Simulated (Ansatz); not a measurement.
Ansatz (a first-principles code) input file for C2H5F3Si, SMILES CC[Si](F)(F)F, B3LYP-D3(BJ)/def2-SVP. 

Ansatz 0.2 input:
```yaml
crystal:
  periodic: [false, false, false]
  atoms:
    - {symbol: C, position_ang: [-2.39225887, 0.17963623, 0.42506233]}
    - {symbol: C, position_ang: [-1.27471531, -0.83525100, 0.15774415]}
    - {symbol: Si, position_ang: [0.41282404, -0.04572407, -0.07487719]}
    - {symbol: F, position_ang: [0.50209415, 0.96692683, -1.29467362]}
    - {symbol: F, position_ang: [1.58805865, -1.08147737, -0.33791911]}
    - {symbol: F, position_ang: [0.91100448, 0.80823707, 1.16774470]}
    - {symbol: H, position_ang: [-2.18675188, 0.74995905, 1.32755103]}
    - {symbol: H, position_ang: [-2.48648979, 0.87626746, -0.40417797]}
    - {symbol: H, position_ang: [-3.34324703, -0.33251968, 0.55216629]}
    - {symbol: H, position_ang: [-1.23775111, -1.54420160, 0.98800414]}
    - {symbol: H, position_ang: [-1.53386706, -1.41885820, -0.72846924]}
basis:
  gaussian:
    orbitals: def2-SVP
hamiltonian:
  xc: b3lyp
  dispersion: d3bj
relax: {f_tol: 0.002, max_steps: 200}
```

Output:

```
WARN ansatz: RAYON_NUM_THREADS=1 ignored (pool sized by the plan → 1); use --threads N
Functional definition: B3LYP
integrals: 0.07 GiB planned
1181 factors; integrals over basis functions are off by at most 4.2e-4 eV
mean field: 0.51 GiB planned
mean field evaluation 1: about -18170.1107 eV, gradient 6.8e1 eV
mean field evaluation 2: about -18164.2400 eV, gradient 8.9e1 eV
mean field evaluation 4: about -18179.2643 eV, gradient 2.7e0 eV
mean field evaluation 8: about -18179.2935 eV, gradient 4.0e-2 eV
mean field -18179.29348591 eV, -668.0767132395 hartree, gradient 2.1e-5 eV, S^2 0.000000; 0 other end points of the search recorded, 0 dependent functions left out
the calculation of the forces begins
reference -18179.29371218 eV, -668.0767215549 hartree; 29, 29 occupied and 84, 84 virtual orbitals, 1181 factors
relax step   1: F+E_penalty+E_count = -18179.65880936 eV  Δ(F+E_penalty+E_count) = +0.000e0 eV  max|allowed force component| = 9.573e-1 eV/Å  Δτ_max = 0.0000 Å  (24 SCF iters, accepted)
these checks for a lower state are left out or cut short: starts, cluster_reference, orbital_swaps, neighbouring_geometries, increment
integrals: 0.07 GiB planned
1181 factors; integrals over basis functions are off by at most 4.2e-4 eV
mean field: 0.51 GiB planned
mean field evaluation 16: about -18179.3452 eV, gradient 3.3e0 eV
mean field -18179.38154082 eV, -668.0799491978 hartree, gradient 6.2e-5 eV, S^2 0.000000; 0 other end points of the search recorded, 0 dependent functions left out
the calculation of the forces begins
reference -18179.38176676 eV, -668.0799575009 hartree; 29, 29 occupied and 84, 84 virtual orbitals, 1181 factors
relax step   2: F+E_penalty+E_count = -18179.74854030 eV  Δ(F+E_penalty+E_count) = -8.973e-2 eV  max|allowed force component| = 4.845e-1 eV/Å  Δτ_max = 0.0535 Å  (24 SCF iters, accepted)
these checks for a lower state are left out or cut short: starts, cluster_reference, orbital_swaps, neighbouring_geometries, increment
integrals: 0.07 GiB planned
1181 factors; integrals over basis functions are off by at most 4.3e-4 eV
mean field: 0.52 GiB planned
mean field -18179.40145261 eV, -668.0806809426 hartree, gradient 6.3e-5 eV, S^2 0.000000; 0 other end points of the search recorded, 0 dependent functions left out
the calculation of the forces begins
reference -18179.40167736 eV, -668.0806892021 hartree; 29, 29 occupied and 84, 84 virtual orbitals, 1181 factors
relax step   3: F+E_penalty+E_count = -18179.76985292 eV  Δ(F+E_penalty+E_count) = -2.131e-2 eV  max|allowed force component| = 7.014e-2 eV/Å  Δτ_max = 0.0421 Å  (24 SCF iters, accepted)
these checks for a lower state are left out or cut short: starts, cluster_reference, orbital_swaps, neighbouring_geometries, increment
integrals: 0.07 GiB planned
1181 factors; integrals over basis functions are off by at most 4.3e-4 eV
mean field: 0.52 GiB planned
mean field -18179.40172410 eV, -668.0806909197 hartree, gradient 1.5e-5 eV, S^2 0.000000; 0 other end points of the search recorded, 0 dependent functions left out
the calculation of the forces begins
reference -18179.40194885 eV, -668.0806991789 hartree; 29, 29 occupied and 84, 84 virtual orbitals, 1181 factors
relax step   4: F+E_penalty+E_count = -18179.77013060 eV  Δ(F+E_penalty+E_count) = -2.777e-4 eV  max|allowed force component| = 2.498e-2 eV/Å  Δτ_max = 0.0078 Å  (21 SCF iters, accepted)
these checks for a lower state are left out or cut short: starts, cluster_reference, orbital_swaps, neighbouring_geometries, increment
integrals: 0.07 GiB planned
1181 factors; integrals over basis functions are off by at most 4.3e-4 eV
mean field: 0.52 GiB planned
mean field evaluation 32: about -18179.3867 eV, gradient 1.0e-1 eV
mean field -18179.40184524 eV, -668.0806953715 hartree, gradient 3.1e-5 eV, S^2 0.000000; 0 other end points of the search recorded, 0 dependent functions left out
the calculation of the forces begins
reference -18179.40206996 eV, -668.0807036296 hartree; 29, 29 occupied and 84, 84 virtual orbitals, 1181 factors
relax step   5: F+E_penalty+E_count = -18179.77017970 eV  Δ(F+E_penalty+E_count) = -4.910e-5 eV  max|allowed force component| = 8.295e-3 eV/Å  Δτ_max = 0.0018 Å  (18 SCF iters, accepted)
these checks for a lower state are left out or cut short: starts, cluster_reference, orbital_swaps, neighbouring_geometries, increment
integrals: 0.07 GiB planned
1181 factors; integrals over basis functions are off by at most 4.3e-4 eV
mean field: 0.52 GiB planned
mean field -18179.40184851 eV, -668.0806954914 hartree, gradient 2.5e-5 eV, S^2 0.000000; 0 other end points of the search recorded, 0 dependent functions left out
the calculation of the forces begins
reference -18179.40207320 eV, -668.0807037488 hartree; 29, 29 occupied and 84, 84 virtual orbitals, 1181 factors
relax step   6: F+E_penalty+E_count = -18179.77018329 eV  Δ(F+E_penalty+E_count) = -3.594e-6 eV  max|allowed force component| = 1.470e-3 eV/Å  Δτ_max = 0.0007 Å  (17 SCF iters, accepted)
integrals: 0.07 GiB planned
1181 factors; integrals over basis functions are off by at most 4.3e-4 eV
mean field: 0.52 GiB planned
mean field -18179.40184851 eV, -668.0806954914 hartree, gradient 2.5e-5 eV, S^2 0.000000; 1 other end points of the search recorded, 0 dependent functions left out
the calculation of the forces begins
reference -18179.40207320 eV, -668.0807037488 hartree; 29, 29 occupied and 84, 84 virtual orbitals, 1181 factors
Total energy: -18179.77040798 eV, -668.0942398024 hartree
Atom 0 at    -2.371400     0.189997     0.421503 Å, force     0.001177    -0.000690    -0.000667 eV/Å
Atom 1 at    -1.253586    -0.831542     0.155353 Å, force    -0.001360     0.000330     0.000222 eV/Å
Atom 2 at     0.400978    -0.050974    -0.072431 Å, force     0.001188     0.001470    -0.000252 eV/Å
Atom 3 at     0.410697     0.967758    -1.319295 Å, force    -0.000473    -0.000014     0.000616 eV/Å
Atom 4 at     1.558878    -1.135471    -0.338744 Å, force    -0.000959    -0.000321     0.000195 eV/Å
Atom 5 at     0.838354     0.800835     1.222087 Å, force     0.000245    -0.000596    -0.000392 eV/Å
Atom 6 at    -2.168241     0.774440     1.332390 Å, force    -0.000271     0.000132    -0.000008 eV/Å
Atom 7 at    -2.468969     0.900519    -0.414121 Å, force    -0.000159     0.000079     0.000103 eV/Å
Atom 8 at    -3.343412    -0.309246     0.552702 Å, force     0.000089    -0.000034    -0.000025 eV/Å
Atom 9 at    -1.173214    -1.554402     0.985882 Å, force     0.000095     0.000065     0.000016 eV/Å
Atom 10 at    -1.471186    -1.428921    -0.747171 Å, force     0.000429    -0.000423     0.000192 eV/Å
Dipole moment:    -0.497728    -0.215813     0.069898 e Å
```

The calculation finished and met its thresholds.

Cost: about 26 core-seconds (a rough figure).
